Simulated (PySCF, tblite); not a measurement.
C3H9NOSi.
Z-matrix (Å and degrees, GFN2-xTB geometry), rows numbered from 1:
```
C 
Si  1  1.8936
N   2  1.7615  1  109.96
C   3  1.3507  2  117.39  1   -67.28
C   4  1.5114  3  116.18  2  -179.81
O   4  1.2137  3  119.94  2     0.55
H   1  1.0856  2  110.51  3    61.23
H   1  1.0856  2  111.13  3  -178.97
H   1  1.0874  2  111.51  3   -58.77
H   2  1.4589  1  113.77  3  -121.36
H   2  1.4698  1  111.59  3   111.27
H   3  1.0067  2  124.32  1   114.89
H   5  1.0861  4  109.78  3   177.27
H   5  1.0882  4  110.09  3    56.67
H   5  1.0886  4  109.51  3   -62.74
```

Computed, not measured: PBE0/pcSseg-1 in PySCF (dipole) on a GFN2-xTB geometry, gas phase.

Take the most abundant isotopes and a rigid rotor. The values belong to one conformer with, in the numbering `[CH3:1][SiH2:2][NH:3][C:4]([CH3:5])=[O:6]`, C1–Si2–N3–C4 -67°, Si2–N3–C4–C5 180°.

(1) What are A, B and C (GHz)?

(2) What kind of rotor is it?

(3) Is it planar, by Δ = Ic − Ia − Ib?

(4) Where do the levels up to J = 2 lie, in K?

(5) Which lines would a microwave search look for?

(6) Estimate the classical rotational partition function at 25 K, 200 K and 500 K.

Results:

(1) Ia = 87.96, Ib = 294.78, Ic = 330.08 u·Å²; 505379 MHz·u·Å²/I gives 5746, 1714 and 1531 MHz, that is A = 5.7458, B = 1.7144, C = 1.5311 GHz.

(2) A near-prolate asymmetric top; Ray's κ = -0.913.

(3) Not planar: Δ = Ic − Ia − Ib = -52.66 u·Å². For a rigid frame Δ = −2 Σ m c², so Σ m c² = 26.33 u·Å² lies off the ab plane: 9.39 from hydrogen and 16.94 from heavier atoms. The atom farthest from that plane is 1.77 Å away.

(4) Above 0(0,0), as E/k:
J = 1: 1(0,1) 0.156, 1(1,1) 0.349, 1(1,0) 0.358
J = 2: 2(0,2) 0.467, 2(1,2) 0.652, 2(1,1) 0.678, 2(2,1) 1.259, 2(2,0) 1.259
The levels of one J sum to (2J + 1)J(J + 1)(A + B + C)/3.

(5) The dipole components are |μa| = 0.51 D, |μb| = 2.60 D, |μc| = 1.78 D. The squared components, which scale the intensities, stand as 0.04 : 1.00 : 0.47 (a : b : c). Some lines, for components of 0.1 D or more:

```tsv
type	branch	J(Ka,Kc)	MHz	lower level (cm⁻¹)
c	Q	2(1,2) ← 2(0,2)	3854	0.325
b	R	3(0,3) ← 2(1,2)	5858	0.453
c	Q	5(2,4) ← 5(1,4)	11020	1.806
b	Q	2(2,1) ← 2(1,2)	12644	0.453
b	Q	3(2,2) ← 3(1,3)	12923	0.769
b	Q	4(2,3) ← 4(1,4)	13297	1.189
b	R	3(1,3) ← 2(0,2)	13312	0.325
b	Q	5(2,4) ← 5(1,5)	13767	1.714
a	R	5(0,5) ← 4(0,4)	16107	1.080
b	R	4(1,4) ← 3(0,3)	16203	0.649
a	R	5(4,1) ← 4(4,0)	16241	3.283
c	R	4(1,3) ← 3(0,3)	18036	0.649
b	R	2(2,1) ← 1(1,0)	18768	0.249
c	R	2(2,0) ← 1(1,0)	18775	0.249
c	Q	4(3,2) ← 4(2,2)	20544	1.636
b	R	4(2,3) ← 3(1,2)	24800	0.805
b	R	4(2,2) ← 3(1,3)	25992	0.769
c	R	5(2,4) ← 4(1,4)	29511	1.189
c	R	3(3,0) ← 2(2,0)	30349	0.875
c	R	3(3,1) ← 2(2,1)	30355	0.875
b	R	4(3,2) ← 3(2,1)	33582	1.201
b	R	5(3,2) ← 4(2,3)	36886	1.633
b	R	4(4,0) ← 3(3,1)	41844	1.887
c	R	5(4,2) ← 4(3,2)	45092	2.321
```

(6) Point group C1, symmetry number σ = 1; q = (√π/σ)·√((kT/h)³/(ABC)), k/h = 20836.6 MHz/K: 5430 at 25 K, 123000 at 200 K, 485000 at 500 K.

Its GFN2-xTB frequencies are all real (lowest 74 cm⁻¹). No vibrational averaging or centrifugal distortion is included, and the geometry carries the error of its method. A rigid rotor knows nothing of internal rotation, which can split or shift real lines. Quadrupole hyperfine structure (14N) is left out.
